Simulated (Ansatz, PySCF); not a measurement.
H5PSi, SMILES P[SiH3]. Atoms are numbered in the order given.

```xyz
7

Si    -1.0534     0.0897     0.2101
P      1.1390    -0.0770    -0.3442
H     -1.8066    -0.8884    -0.6088
H     -1.5079     1.4575    -0.1323
H     -1.3313    -0.1660     1.6429
H      1.3253    -1.3061     0.3410
H      1.5827     0.7079     0.7521
```
Charge 0, spin multiplicity 1.

The structure is a stationary point at B3LYP-D3(BJ)/def2-TZVP.

Two levels are set side by side: PBE-D3(BJ)/def2-TZVP (Ansatz, a quantum-chemistry and plane-wave program) and B3LYP-D3(BJ)/def2-TZVP (Ansatz). Each level has its own optimised geometry; the coordinates shown are those of the second. Frequencies come from the Hessian of PySCF at each geometry. Differences are taken from unrounded values.

```json
[
 {"quantity": "mean bond length (Å)", "B3LYP-D3(BJ)": "1.592"},
 {"quantity": "bond Si1–P2 (Å)", "B3LYP-D3(BJ)": "2.268"},
 {"quantity": "bond Si1–H3 (Å)", "B3LYP-D3(BJ)": "1.481"},
 {"quantity": "bond Si1–H4 (Å)", "B3LYP-D3(BJ)": "1.481"},
 {"quantity": "bond Si1–H5 (Å)", "B3LYP-D3(BJ)": "1.482"},
 {"quantity": "bond P2–H6 (Å)", "B3LYP-D3(BJ)": "1.419"},
 {"quantity": "bond P2–H7 (Å)", "B3LYP-D3(BJ)": "1.419"},
 {"quantity": "highest harmonic wavenumber (cm⁻¹)", "B3LYP-D3(BJ)": "2388"},
 {"quantity": "mean harmonic wavenumber (cm⁻¹)", "B3LYP-D3(BJ)": "1230"},
 {"quantity": "zero-point energy (kcal/mol)", "B3LYP-D3(BJ)": "26.38"}
]
```

Task: What does PBE-D3(BJ) give, and how far is it from B3LYP-D3(BJ)? (The exact figures need the calculation; the answer reports its results.)

Result: 
```json
[
 {"quantity": "mean bond length (Å)", "PBE-D3(BJ)": "1.603", "PBE-D3(BJ) minus B3LYP-D3(BJ)": "0.012"},
 {"quantity": "bond Si1–P2 (Å)", "PBE-D3(BJ)": "2.269", "PBE-D3(BJ) minus B3LYP-D3(BJ)": "0.002"},
 {"quantity": "bond Si1–H3 (Å)", "PBE-D3(BJ)": "1.495", "PBE-D3(BJ) minus B3LYP-D3(BJ)": "0.014"},
 {"quantity": "bond Si1–H4 (Å)", "PBE-D3(BJ)": "1.495", "PBE-D3(BJ) minus B3LYP-D3(BJ)": "0.014"},
 {"quantity": "bond Si1–H5 (Å)", "PBE-D3(BJ)": "1.496", "PBE-D3(BJ) minus B3LYP-D3(BJ)": "0.014"},
 {"quantity": "bond P2–H6 (Å)", "PBE-D3(BJ)": "1.432", "PBE-D3(BJ) minus B3LYP-D3(BJ)": "0.013"},
 {"quantity": "bond P2–H7 (Å)", "PBE-D3(BJ)": "1.432", "PBE-D3(BJ) minus B3LYP-D3(BJ)": "0.013"},
 {"quantity": "highest harmonic wavenumber (cm⁻¹)", "PBE-D3(BJ)": "2332", "PBE-D3(BJ) minus B3LYP-D3(BJ)": "-56"},
 {"quantity": "mean harmonic wavenumber (cm⁻¹)", "PBE-D3(BJ)": "1190", "PBE-D3(BJ) minus B3LYP-D3(BJ)": "-40"},
 {"quantity": "zero-point energy (kcal/mol)", "PBE-D3(BJ)": "25.52", "PBE-D3(BJ) minus B3LYP-D3(BJ)": "-0.86"}
]
```

GGA bonds tend to be longer and softer than those of functionals with exact exchange. Differences between two approximate levels are no errors against the true value.
